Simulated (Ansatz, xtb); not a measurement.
**C2H10GeN2: 5 structures ranked**

5 gas-phase structures of C2H10GeN2, from a drawn sample of its isomers (lower ones may exist). Each was relaxed with GFN2-xTB; where two conformers were screened, the lower at r2SCAN-D4/def2-SVP is listed:

A. `C[NH][GeH2][NH]C`, a singlet
B. `CN(C)[NH][GeH3]`, a singlet
C. `CC[NH][GeH2][NH2]`, a singlet
D. `C[N](C)[GeH2][NH2]`, a singlet
E. `CN[N](C)[GeH3]`, a singlet

Question: Estimate their order in r2SCAN-D4/def2-SVP energy at these geometries, lowest first.

Answer: Calculated order at r2SCAN-D4/def2-SVP: C (0.000), D (0.295), A (0.435), B (1.713), E (1.820) eV.

Energies above the lowest of each column, in eV; the last columns are at B3LYP-D3(BJ)/def2-SVP geometries and were run for some of them only (a dash: not run or not comparable):

```
structure  GFN2-xTB  HF/STO-3G  r2SCAN-D4/def2-SVP  B3LYP-D3(BJ)/def2-SVP  CCSD(T)/def2-SVP + ΔMP2/def2-TZVPP
        C     0.000      0.000               0.000                  0.000                               0.000
        D     0.150      0.170               0.295                  0.281                               0.344
        A     0.309      0.194               0.435                  0.402                               0.494
        B     0.808      1.117               1.713                      –                                   –
        E     1.028      1.211               1.820                      –                                   –
```

Every level run on C puts it lowest or level with the lowest. Flexible structures stand in one conformer each, not always the lowest. Frequencies (GFN2-xTB) were run for A, C, D alone. ΔMP2 is the change of the MP2 energy from the smaller to the larger basis.

Over these structures GFN2-xTB departs from r2SCAN-D4/def2-SVP by 0.364 eV on average once a common shift is removed. A GFN2-xTB relaxation took about 0.15 s and the r2SCAN-D4/def2-SVP energy about 2 s on a shared host (Ansatz 0.2.0, xtb 6.7.1).
